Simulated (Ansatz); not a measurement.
Relaxation of CH4Cl2OTi (9 atoms, charge 0, multiplicity 1), to a largest force component of 0.03 eV/Å in at most 50 steps.

Theory: UKS LDA/def2-SVP (Ansatz).

```xyz
9
Properties=species:S:1:pos:R:3:forces:R:3
Ti 0.452 1.025 0.832 -0.28 -0.15 -0.44
O -1.409 -0.075 -1.969 0.06 0.26 0.38
C 0.721 -0.724 0.403 -0.03 -0.06 -0.03
H -0.654 -0.510 -1.513 0.24 -0.11 0.17
Cl 2.281 2.179 0.563 -0.12 -0.08 0.03
Cl -0.940 1.177 2.501 0.09 0.00 -0.09
H -2.180 -0.457 -1.505 0.05 0.03 -0.02
H 1.629 -1.069 -0.142 -0.04 0.04 0.03
H 0.101 -1.546 0.831 0.04 0.07 -0.03
```

Question: Where does it end, and by what steps?

Answer: The run converged. After 22 steps the energy has fallen by 1.553 eV; H7 moved furthest, 0.97 Å. Joined: Ti1–O2, Ti1–H4, Ti1–H8.

```json
{"step": "0", "energy less start (eV)": "0.0000", "largest force component (eV/Å)": "0.438", "accepted": "yes"}
{"step": "1", "energy less start (eV)": "-0.1892", "largest force component (eV/Å)": "0.858", "accepted": "yes"}
{"step": "2", "energy less start (eV)": "-0.4567", "largest force component (eV/Å)": "1.448", "accepted": "yes"}
{"step": "3", "energy less start (eV)": "-0.8674", "largest force component (eV/Å)": "0.767", "accepted": "yes"}
{"step": "4", "energy less start (eV)": "-1.2087", "largest force component (eV/Å)": "0.810", "accepted": "yes"}
{"step": "5", "energy less start (eV)": "-1.4036", "largest force component (eV/Å)": "0.644", "accepted": "yes"}
{"step": "6", "energy less start (eV)": "-1.4909", "largest force component (eV/Å)": "0.845", "accepted": "yes"}
{"step": "7", "energy less start (eV)": "-1.5038", "largest force component (eV/Å)": "0.817", "accepted": "yes"}
{"step": "8", "energy less start (eV)": "-1.5130", "largest force component (eV/Å)": "0.445", "accepted": "yes"}
{"step": "9", "energy less start (eV)": "-1.5272", "largest force component (eV/Å)": "0.315", "accepted": "yes"}
{"step": "10", "energy less start (eV)": "-1.5374", "largest force component (eV/Å)": "0.072", "accepted": "yes"}
{"step": "11", "energy less start (eV)": "-1.5383", "largest force component (eV/Å)": "0.053", "accepted": "yes"}
{"step": "12", "energy less start (eV)": "-1.5398", "largest force component (eV/Å)": "0.119", "accepted": "yes"}
{"step": "13", "energy less start (eV)": "-1.5415", "largest force component (eV/Å)": "0.204", "accepted": "yes"}
{"step": "14", "energy less start (eV)": "-1.5439", "largest force component (eV/Å)": "0.232", "accepted": "yes"}
{"step": "15", "energy less start (eV)": "-1.5464", "largest force component (eV/Å)": "0.269", "accepted": "yes"}
{"step": "16", "energy less start (eV)": "-1.5475", "largest force component (eV/Å)": "0.226", "accepted": "yes"}
{"step": "17", "energy less start (eV)": "-1.5507", "largest force component (eV/Å)": "0.064", "accepted": "yes"}
{"step": "18", "energy less start (eV)": "-1.5513", "largest force component (eV/Å)": "0.092", "accepted": "yes"}
{"step": "19", "energy less start (eV)": "-1.5518", "largest force component (eV/Å)": "0.035", "accepted": "yes"}
{"step": "20", "energy less start (eV)": "-1.5520", "largest force component (eV/Å)": "0.056", "accepted": "yes"}
{"step": "21", "energy less start (eV)": "-1.5526", "largest force component (eV/Å)": "0.046", "accepted": "yes"}
{"step": "22", "energy less start (eV)": "-1.5530", "largest force component (eV/Å)": "0.024", "accepted": "yes"}
```

```xyz
9
Properties=species:S:1:pos:R:3
Ti 0.168 0.695 0.368
O -0.963 0.312 -1.291
C 0.652 -1.055 0.423
H -0.611 -0.613 -0.942
Cl 1.869 2.037 0.015
Cl -1.399 1.144 1.810
H -1.925 0.398 -1.124
H 1.656 -0.821 -0.038
H 0.555 -2.097 0.779
```

Time of the run: 58 s on 4 threads of Arm Neoverse N1, on a shared host, peak memory 0.23 GiB.
